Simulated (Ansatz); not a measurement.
Basis-set series for C2H8O2Sn, SMILES `[CH3][Sn]([CH3])([OH])[OH]`. Total charge 0; spin multiplicity 1. Sn: def2 effective core potential. Geometry: relaxed with PBE0-D4/def2-TZVP. It is one conformer, not always the lowest.

```tsv
atom	x (Å)	y (Å)	z (Å)
C1	-1.476	0.807	1.090
Sn2	0.034	0.122	-0.238
C3	1.283	-1.514	0.286
O4	-0.728	-0.436	-1.970
O5	1.089	1.751	-0.591
H6	-1.057	0.961	2.084
H7	-1.865	1.755	0.719
H8	-2.284	0.078	1.147
H9	1.972	-1.221	1.078
H10	1.847	-1.820	-0.594
H11	0.676	-2.353	0.628
H12	-1.263	0.242	-2.388
H13	1.774	1.627	-1.252
```

```csv
functional,basis,functions,energy (Eh),HOMO (eV),LUMO (eV)
PBE0-D4,def2-SVP,122,-445.37239,-7.72,0.34
PBE0-D4,def2-QZVPP,550,-445.69365,-7.98,-0.37
ωB97M-V,def2-SVP,122,-445.46474,-10.04,2.15
ωB97M-V,def2-QZVPP,550,-445.79697,-10.24,0.99
```

Question: Give the rows for def2-TZVPP. (Estimate.)

Answer: Ansatz gave: 
```csv
functional,basis,functions,energy (Eh),HOMO (eV),LUMO (eV)
PBE0-D4,def2-TZVPP,286,-445.67691,-7.94,-0.10
ωB97M-V,def2-TZVPP,286,-445.78062,-10.22,1.54
```

Positive LUMOs are unbound and depend on the basis.
